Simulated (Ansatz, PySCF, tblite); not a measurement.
Potential energy surface of Al₂O, singlet: symmetric bend, bond length relaxed. Scanned: Al-O-Al angle. Other coordinates (O-Al bond length) were minimised at B3LYP/def2-TZVP.

- CCSD(T) on RHF/cc-pVTZ, 11 core orbitals frozen (PySCF)
- GFN2-xTB, 300 K electronic temperature (tblite)
- RKS-PBE/cc-pVTZ = restricted PBE/cc-pVTZ (Ansatz, a quantum-chemistry and plane-wave program)

Energies in kcal/mol, each method relative to its own lowest point.

```csv
a / °,CCSD(T),GFN2-xTB,RKS-PBE/cc-pVTZ
180,0.0,0.0,0.0
170,0.1,___,0.1
160,0.5,1.4,0.4
150,1.1,3.1,1.0
140,2.2,5.3,2.0
130,3.9,___,3.5
120,6.4,10.9,5.8
110,10.3,14.1,___
100,16.3,17.7,___
90,25.5,23.8,___
80,40.3,36.6,32.6
```

Question: What belongs in the gaps?

Answer: 
- 170, GFN2-xTB: 0.3
- 130, GFN2-xTB: 8.0
- 110, RKS-PBE/cc-pVTZ: 9.1
- 100, RKS-PBE/cc-pVTZ: 13.7
- 90, RKS-PBE/cc-pVTZ: 20.7
